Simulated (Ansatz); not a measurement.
H₈N₂Si₂, SMILES `N[SiH2][SiH2]N` at its PBE0-D4/def2-TZVP geometry, where that method's forces vanish. Charge 0, multiplicity 1.

```xyz
12

N    -1.1483    2.1618   -0.3659
Si   -1.0326    0.4372   -0.4412
Si    0.8882   -0.4764    0.5597
N     1.0058   -2.1525    0.1596
H    -0.4184    2.7224   -0.7772
H    -1.4677    2.5810    0.4933
H    -2.2539   -0.1067    0.2128
H    -1.0431    0.0260   -1.8765
H     2.0654    0.3638    0.1545
H     0.8252   -0.3801    2.0463
H     0.9061   -2.4384   -0.8012
H     1.6733   -2.7382    0.6358
```

Task: What forces (eV/Å) does r2SCAN-D4/def2-TZVPP give on these atoms in Ansatz? (Best estimate.)

Result: Ansatz gave: 
```
N1  -0.054  0.000 -0.036
Si2  0.000 -0.043  0.005
Si3  0.007  0.026  0.013
N4  -0.040  0.003  0.027
H5   0.017  0.026  0.020
H6   0.021  0.026  0.012
H7   0.011  0.007 -0.017
H8  -0.005 -0.001  0.015
H9  -0.006  0.009  0.011
H10  0.007  0.003 -0.020
H11  0.020 -0.025 -0.013
H12  0.021 -0.031 -0.017
```
